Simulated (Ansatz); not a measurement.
Ansatz (a first-principles code) input (r2SCAN0/def2-TZVPD):

Ansatz 0.2 input:
```yaml
crystal:
  periodic: [false, false, false]
  atoms:
    - {symbol: Si, position_ang: [1.15349012, 0.21857438, 0.10867967]}
    - {symbol: O, position_ang: [-0.32156759, -0.53968370, -0.45879677]}
    - {symbol: C, position_ang: [-1.55845670, -0.11452884, 0.01497228]}
    - {symbol: H, position_ang: [0.82581168, 0.21750206, 1.63622480]}
    - {symbol: H, position_ang: [0.70032836, 1.70740655, -0.02840287]}
    - {symbol: H, position_ang: [-1.74260579, 0.95022697, -0.20632379]}
    - {symbol: H, position_ang: [-1.64345985, -0.22696524, 1.10891940]}
    - {symbol: H, position_ang: [-2.36565516, -0.70356896, -0.45139241]}
basis:
  gaussian:
    orbitals: def2-TZVPD
hamiltonian:
  xc: {name: r2SCAN0}
total_charge: -1
output: {forces: true}
```

End of the output:

```
integrals: 0.07 GiB planned
909 factors; their error is unknown
0.27 GiB of the device are held for the grids
0.75 GiB of device memory are held for the factors and their scratch space
mean field: 0.65 GiB planned
mean field evaluation 1: about -11041.1963 eV, gradient 1.6e1 eV
mean field evaluation 2: about -11041.6520 eV, gradient 1.2e1 eV
mean field evaluation 4: about -11041.9619 eV, gradient 1.2e0 eV
mean field evaluation 8: about -11041.9663 eV, gradient 3.0e-2 eV
mean field evaluation 16: about -11041.9663 eV, gradient 2.4e-5 eV
mean field -11041.96631522 eV, -405.7847775706 hartree, gradient 2.4e-5 eV, S^2 0.000000; 0 other end points of the search recorded, 0 dependent functions left out
the calculation of the forces begins
reference -11041.96632753 eV, -405.7847780231 hartree; 17, 17 occupied and 148, 148 virtual orbitals, 909 factors
Total energy: -11041.96632753 eV, -405.7847780231 hartree
Atom 0 at     1.153490     0.218574     0.108680 Å, force    -0.434012    -0.043440    -0.006164 eV/Å
Atom 1 at    -0.321568    -0.539684    -0.458797 Å, force    -0.040852     0.243225     0.220775 eV/Å
Atom 2 at    -1.558457    -0.114529     0.014972 Å, force     0.178113    -0.030905    -0.041088 eV/Å
Atom 3 at     0.825812     0.217502     1.636225 Å, force     0.024029    -0.004564    -0.103717 eV/Å
Atom 4 at     0.700328     1.707407    -0.028403 Å, force     0.032191    -0.101481     0.004565 eV/Å
Atom 5 at    -1.742606     0.950227    -0.206324 Å, force     0.053798    -0.135914     0.008734 eV/Å
Atom 6 at    -1.643460    -0.226965     1.108919 Å, force     0.042579    -0.002719    -0.140081 eV/Å
Atom 7 at    -2.365655    -0.703569    -0.451392 Å, force     0.144153     0.075797     0.056975 eV/Å
Dipole moment:    -0.996848    -0.099357    -0.013784 e Å
```

It need not be the lowest isomer of its formula. Whether it binds its extra electron was not tested at this geometry.
